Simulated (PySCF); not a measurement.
Al(H)2(NHMe) (CH₆AlN), SMILES C[NH][AlH2]. Atoms are numbered in the order given.

```xyz
9

Al     0.1172    -1.2272     0.0000
H     -0.9370    -2.4009     0.0000
H      1.6833    -1.4204     0.0000
N     -0.5050     0.4311     0.0000
C      0.2366     1.6844     0.0000
H     -1.5035     0.5866     0.0000
H      0.0204     2.2928    -0.8847
H      0.0204     2.2928     0.8847
H      1.3081     1.4777     0.0000
```
Charge 0, spin multiplicity 1.

Geometry optimised at B3LYP-D3(BJ)/def2-TZVP.

Calculation: ωB97X/def2-TZVPD (PySCF).

ESP charges are fitted to the potential on shells at 1.4 to 2.0 van der Waals radii. Atomic charges (e):

```csv
atom,ESP fit,IAO
Al1,0.75,0.78
H2,-0.27,-0.22
H3,-0.24,-0.22
N4,-0.62,-0.71
C5,-0.09,?
H6,0.28,?
H7,0.06,?
H8,0.06,?
H9,0.07,?
```

### Question
Fill in the missing entries. (An estimate is asked for; the answer gives what the named calculation found.)

### Answer

- C5, IAO: -0.28
- H6, IAO: 0.26
- H7, IAO: 0.13
- H8, IAO: 0.13
- H9, IAO: 0.14
